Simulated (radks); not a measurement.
Values are calculated unless marked as measured or tabulated.
Question: Nb16+, 25 electrons, occupied as [Ar] 3d7. Level of theory: scalar-relativistic Kohn-Sham, r2SCAN, spin-polarised, spherical densities, finite nucleus; open shells are filled with parallel spins first (spin-orbit coupling, left out, can overturn this in heavy ions); meta-GGA in the generalised Kohn-Sham scheme; Fermi nuclear charge, rms radius 4.324 fm (a radial shooting solver on a logarithmic mesh with Libxc functionals). Some entries of the table are withheld. Estimate them.

orbital  occ.  eigenvalue (hartree)  <1/r> (bohr^-1)  <r^2> (bohr^2)
1s down     1             -709.8341            42.39        0.001758
1s up       1             -709.8339            42.39        0.001758
2s up       1             -114.3016            9.555         0.02930
2s down     1             -114.0286            9.572         0.02921
2p up       3             -103.8159            9.283         0.02309
2p down     3             -103.6143            9.297         0.02300
3s up       1             -31.75818            3.407          0.2064
3s down     1             -31.43861            3.387          0.2079
3p up       3             -28.28114            3.260          0.2067
3p down     3             -27.94708            3.240          0.2087
3d up       5             -22.80599              (1)          0.1842
3d down     2             -22.40962              (2)          0.1871
4s up       0             -13.51550            1.554             (3)
4s down     0             -13.38718            1.540             (4)
4p up       0             -12.30141            1.475           1.001
4p down     0             -12.17807            1.461           1.017

Answer: 
(1) 3d up <1/r> (bohr^-1): 3.063
(2) 3d down <1/r> (bohr^-1): 3.046
(3) 4s up <r^2> (bohr^2): 0.9291
(4) 4s down <r^2> (bohr^2): 0.9423
